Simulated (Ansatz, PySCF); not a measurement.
The pair A = NH3 (SMILES N) (first 4 atoms), B = C2H6O (SMILES COC); geometry from B3LYP-D3(BJ)/def2-TZVP.
(charge 0, multiplicity 1):
```xyz
13

N      0.498    -0.020     0.167
H     -0.037     0.569    -0.460
H      0.691    -0.883    -0.329
H     -0.099    -0.248     0.958
C     -0.342     1.165     3.313
O     -0.467    -0.231     3.119
C      0.699    -0.930     3.510
H      0.478     1.574     2.712
H     -0.164     1.402     4.369
H     -1.280     1.621     3.000
H      1.565    -0.614     2.917
H      0.514    -1.990     3.340
H      0.917    -0.771     4.573
```

Frozen-core correlation. Rows in 6-31G* carry no dispersion term and start afresh at each structure (6-31G* with six Cartesian d functions). MP2/6-31G* freezes PySCF's default core.

The values were computed with Ansatz (a quantum-chemistry and plane-wave program) with Gaussian orbitals; PySCF for 6-31G* rows. Values without a source in brackets are computed.

Total energies (hartree), monomers frozen at their geometry in the pair:

```
structure                 HF/6-31G*    MP2/6-31G*  CCSD(T)/aug-cc-pVDZ
---------------------  ------------  ------------  -------------------
AB                     -210.2515575  -210.8649276         -211.0769173
A in the pair's basis   -56.1848117   -56.3556903          -56.4263213
B in the pair's basis  -154.0649370  -154.5058167         -154.6459224
A                       -56.1839433   -56.3541273          -56.4252750
B                      -154.0636447  -154.5033283         -154.6447409
```

Question: Work out the interaction energy without and with the counterpoise correction, and the superposition error, for each level.

Answer: 
E(AB) − E(A) − E(B), times 627.509 kcal/mol, with the monomers in their own basis and then in the pair's basis:
- HF/6-31G*: -2.49 uncorrected, -1.13 corrected; the monomers gain 1.36 kcal/mol from borrowed functions
- MP2/6-31G*: -4.69 uncorrected, -2.15 corrected; the monomers gain 2.54 kcal/mol from borrowed functions
- CCSD(T)/aug-cc-pVDZ: -4.33 uncorrected, -2.93 corrected; the monomers gain 1.40 kcal/mol from borrowed functions
